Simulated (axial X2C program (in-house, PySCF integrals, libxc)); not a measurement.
**Worked dissociation energy of CuC⁺: PBE0, scalar-relativistic**

All values were computed with an in-house relativistic program for diatomic molecules. Spin-free means the one-electron spin-free X2C Hamiltonian. Basis: Cu dyall-cv3z [9s9p6d3f2g], C dyall-v3z [7s6p2d1f] (cores contracted in-house); Gaussian nuclei, density fitting, unrestricted open shells. Masses: Cu 62.930 u, C 12.000 u.

Molecular state: M_S = 1, Λ = 1 (beyond evenly filled blocks: σα, π+α).

```
E(Cu+) (2M_S = 0, M_L = 0) : -1654.278837 hartree
E(C) (2M_S = 2, M_L = 0)   : -37.822650 hartree
E(CuC⁺) at Re              : -1692.167222 hartree
ωe                         : 573.4 cm⁻¹
ωexe                       : 7.15 cm⁻¹
```

Question: Work out De and D0.

Answer: De = -1654.278837 + (-37.822650) − (-1692.167222) = 0.06574 hartree = 1.789 eV. The zero-point energy is ωe/2 − ωexe/4 = 285 cm⁻¹ = 0.035 eV, so D0 = 1.753 eV.

The state is a single determinant with fixed occupations, the lowest that a limited PBE0 search found. Dissociation energies refer to the lowest single-determinant-based atoms at the same level and basis. PBE0 can misorder states that lie within some tenths of an eV, so this need not be the ground state of the molecule. The nearest other spin-free determinant of the search, M_S = 0, Λ = 0, lies 0.35 eV up at the distance of the search. The functionals have no current-density term, which raises determinants with orbital currents, atoms included.

The levels of this run spread widely (ωe from 426 to 573 cm⁻¹), so these constants depend on the method.

Each atomic determinant is the lowest at this level and need not be a pure term. Totals compare only within one Hamiltonian and basis.
